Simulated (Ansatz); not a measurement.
Consider the ligand exchange at the Si–C bond: `N#C[SiH2]CF` + HBr → `FC[SiH2]Br` + `C#N`.

Isolated molecules relaxed with PBE0-D4/def2-TZVP in Ansatz; ΔE leaves out vibrations. CBS: MP2 limit from def2 TZ/QZ plus the TZ coupled-cluster correction, frozen cores. This one scheme is used for every species. Functionals use def2-TZVPP. For Br outer-core shells are correlated without core-valence functions, which leaves a few kJ/mol of doubt a bond. Scalar relativity is left out up to krypton. Each species was taken in one conformer, which may not be the lowest.

| level | ΔE (kJ/mol) |
| --- | --- |
| revPBE-D4 | -53.0 |
| CAM-B3LYP-D4 | -52.1 |
| LC-ωPBE | -55.5 |
| HF/def2-SVP | -53.6 |

**Question.** What does CCSD(T)/CBS give? (Estimate.)

**Answer.** The calculation gave: -58.6 kJ/mol. The listed levels differ from it by 5.6, 6.5, 3.1, 5.0 kJ/mol.

Largest T1 diagnostic among the species: 0.014.

Leaving LDA and LC-ωPBE aside and taking each functional with its dispersion term where it has one, the values, not all of them listed here, spread over 8.2 kJ/mol, from r2SCAN0-D4 to BLYP-D4. At CCSD(T), def2-SVP lies +10.6 kJ/mol from the extrapolated value and def2-TZVPP +6.2 kJ/mol.
